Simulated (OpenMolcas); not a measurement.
**Se³⁺: the spin-orbit constant, worked from levels**

- Program: OpenMolcas
- Basis: ANO-R2 [6s6p4d3f1g]
- Scalar Hamiltonian: X2C, finite nucleus
- Active space: 3 electrons in 4 orbitals (4s 4p)
- State averaging: 2S+1 = 4 odd, 1 root; 2S+1 = 2 odd, 11 roots; 2S+1 = 4 even, 3 roots; 2S+1 = 2 even, 9 roots
- Spin-orbit coupling: state interaction with AMFI integrals over the reference wave functions, term energies averaged over their components

Methods: CASSCF; MS-CASPT2, IPEA 0.25 Eh, imaginary shift 0.1 Eh (closed shells correlated: 3d). Measured levels: Moore, Atomic Energy Levels, vol. II, NSRDS-NBS 35 (1971 reprint of NBS Circular 467, 1952).

**The spin-orbit constant.** For the Hund term ²P° of p1, E(J) = (A/2) J(J+1) + constant and ζ = 2S·A = A. From J = 1/2 to J = 3/2 the energy changes by 1.5 A.

```
   Source  E(3/2) - E(1/2)       A     ζ
   CASSCF           3866.8  2577.9  2578
MS-CASPT2           3895.9  2597.3  2597
 measured           4376.0  2917.3  2917
```

All in cm-1. MS-CASPT2 is off by -11.0 % and CASSCF by -11.6 %. Both methods take the spin-orbit matrix elements from the reference wave functions, so the second can move ζ only through the term energies and any multistate remixing.

Over all roots computed the reference weight is 0.88 to 0.97 in MS-CASPT2; the roots of lowest weight are the least certain, and an intruder state may touch them. Computed and measured levels are paired by configuration, term and J; levels that our copy of the source lacks, or whose pairing is in doubt (as where it misses far off the trend of its configuration), stay unpaired and out of the deviations. Levels of configurations outside the active space are missing.

° marks odd parity.
